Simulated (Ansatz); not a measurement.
Br$_{2}$Ge, singlet, geometry from GFN2-xTB; B3LYP5/6-31G* in Ansatz (a quantum-chemistry and plane-wave program).

Input for Ansatz:
Ansatz 0.2 input:
```yaml
crystal:
  periodic: [false, false, false]
  atoms:
    - {symbol: Ge, position_ang: [0.01682949, 0.00687689, 1.03311619]}
    - {symbol: Br, position_ang: [1.00009172, -1.51961211, -0.47860423]}
    - {symbol: Br, position_ang: [-1.01547868, 1.51332467, -0.46595914]}
basis:
  gaussian:
    orbitals: 6-31G*
hamiltonian:
  xc: b3lyp5
```

### Question
Predict the main parts of the log of this Ansatz run.

### Answer

```
Functional definition: B3LYP5
972 factors; integrals over basis functions are off by at most 6.6e-4 eV
mean field evaluation 1: about -196580.2462 eV, gradient 1.8e1 eV
mean field evaluation 2: about -196578.2620 eV, gradient 3.3e1 eV
mean field evaluation 4: about -196581.1217 eV, gradient 6.2e-1 eV
mean field evaluation 8: about -196581.1248 eV, gradient 8.2e-3 eV
mean field -196581.12480701 eV, -7224.2230891855 hartree, gradient 4.5e-5 eV, S^2 0.000000; 0 other end points of the search recorded, 0 dependent functions left out
reference -196581.12501206 eV, -7224.2230967210 hartree; 51, 51 occupied and 54, 54 virtual orbitals, 972 factors
Total energy: -196581.12501206 eV, -7224.2230967210 hartree
```
